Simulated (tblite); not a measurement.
C7H7O2 (doublet state).
SMILES with atom numbers: `[O:1][c:2]1[cH:3][cH:4][c:5]([CH2:6][OH:7])[cH:8][cH:9]1` (hydrogens: H10 on C3; H11 on C4; H12, H13 on C6; H14 on O7; H15 on C8; H16 on C9)

The geometry is computed with GFN2-xTB (gas phase). This method treats the open shell by occupation alone, without spin polarisation.

Q: What internal coordinates does the optimisation give?

A: 
| bond | length (Å) | order |
| --- | --- | --- |
| O1–C2 | 1.236 | single |
| C2–C3, C2–C9 | 1.453 | aromatic |
| C3–C4, C8–C9 | 1.364 | aromatic |
| C4–C5, C5–C8 | 1.404 | aromatic |
| C5–C6 | 1.505 | single |
| C6–O7 | 1.413 | single |
| C3–H10, C9–H16 | 1.080 | single |
| C4–H11, C8–H15 | 1.082 | single |
| C6–H12, C6–H13 | 1.096 | single |
| O7–H14 | 0.964 | single |

Bonds in one row agree within 0.01 Å and their mean is given. Orders are formal, as drawn. A selection of angles:
| angle | degrees |
| --- | --- |
| O1–C2–C3 | 122.1 |
| C3–C2–C9 | 115.6 |
| C2–C3–C4 | 121.3 |
| C3–C4–C5 | 121.2 |
| C4–C5–C6 | 119.8 |
| C4–C5–C8 | 119.2 |
| C6–C5–C8 | 120.9 |
| C5–C6–O7 | 111.4 |
| H14–O7–C6 | 109.2 |

Torsions: C4–C5–C6–O7 -83° (synclinal); H14–O7–C6–C5 58° (synclinal). The mirror-image conformer, all signs reversed, is as good.

The 6-membered ring C2–C3–C4–C5–C8–C9 has internal angles of 115.6° to 121.5°; it is planar, 0.00 Å rms from its mean plane, widest ring torsion 1°. C4 (carbon bonded to 2 C and H) is planar (angles 121.2°, 119.9° and 118.8°, sum 360.0°, 0.00 Å off the plane of its three neighbours). C3 (carbon bonded to 2 C and H) is planar (angles 121.6°, 121.3° and 117.1°, sum 360.0°, 0.00 Å off the plane of its three neighbours). The 7 C–C bonds span 1.364 Å (C3–C4, aromatic) to 1.505 Å (C5–C6, drawn single), a spread of 0.141 Å. C5 (carbon bonded to 3 C) is planar (angles 120.9°, 119.8° and 119.2°, sum 359.9°, 0.02 Å off the plane of its three neighbours). Of the pairs four or more bonds apart, H12···H15 is among the closest relative to their van der Waals radii: 2.41 Å, 101 % of the sum of Bondi's values. C2 (carbon bonded to 2 C and O) is planar (angles 122.3°, 122.1° and 115.6°, sum 360.0°, 0.00 Å off the plane of its three neighbours).

GFN2-xTB frequencies show an imaginary mode (32i cm⁻¹), so the point is no minimum at that level. Torsions: C4–C5–C6–O7 -83°, C5–C6–O7–H 58°.

Hardware: Arm Neoverse V1, one thread, no GPU, on a shared host. Cost: 0.5 s. These figures are those of the optimisation.
